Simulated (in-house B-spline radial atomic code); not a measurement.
Results of a calculation; reference values are marked as such.
# Weak and strong correlation along the adiabatic connection

Two-electron singlets in several external potentials (atomic units), by full CI in B-splines with partial waves to l = 8 (correlation energies up to 0.6 % small). The repulsion is scaled by λ at fixed density; W(λ) is the mean repulsion less the Hartree energy, W(0) = E_x, and the area under W from 0 to 1 is E_xc.

Relative drop (W(λ) − E_x)/E_x:

| system | λ = 0.12 | λ = 0.25 | λ = 0.4 | λ = 0.6 | λ = 0.8 | λ = 1 |
| --- | --- | --- | --- | --- | --- | --- |
| −Z/r, Z = 0.823, wall at 1.51 bohr | 0.0097 | 0.0197 | 0.0306 | 0.0442 | 0.0569 | 0.0686 |
| −Z/r, Z = 1.6 | 0.0148 | 0.0297 | 0.0455 | 0.0648 | 0.0820 | 0.0977 |
| −Z/r, Z = 1.16 | 0.0249 | 0.0488 | 0.0730 | 0.1007 | 0.1241 | 0.1441 |
| ω²r²/2 − Z/r, ω = 0.0163, Z = 1 | 0.0343 | 0.0656 | 0.0959 | 0.1287 | 0.1551 | 0.1768 |
| ω²r²/2 − Z/r, ω = 0.65, Z = 0.3 | 0.0175 | 0.0348 | 0.0529 | 0.0744 | 0.0932 | 0.1098 |
| −Z exp(−kr)/r, Z = 8.31, k = 1.64 | 0.0023 | 0.0048 | 0.0077 | 0.0114 | 0.0151 | 0.0186 |
| −Z exp(−kr)/r, Z = 3.43, k = 0.898 | 0.0064 | 0.0131 | 0.0205 | 0.0300 | 0.0391 | 0.0477 |

Q: Order the systems by how far second-order (GL2) theory, half the initial slope (estimated from the first points of each curve), overshoots the correlation energy, least first.
A. −Z exp(−kr)/r, Z = 3.43, k = 0.898
B. −Z/r, Z = 0.823, wall at 1.51 bohr
C. −Z/r, Z = 1.16
D. ω²r²/2 − Z/r, ω = 0.0163, Z = 1
E. ω²r²/2 − Z/r, ω = 0.65, Z = 0.3
F. −Z/r, Z = 1.6
G. −Z exp(−kr)/r, Z = 8.31, k = 1.64

A: G (GL2/E_c = 1.03), A (GL2/E_c = 1.09), B (GL2/E_c = 1.14), F (GL2/E_c = 1.20), E (GL2/E_c = 1.25), C (GL2/E_c = 1.34), D (GL2/E_c = 1.47).

Q: What else changes along this order?

A: The ratio follows the bend of the curve. With it the leading natural occupation goes from 1.999 to 1.898 and −T_c/E_c from 0.97 to 0.68 between the first and the last.
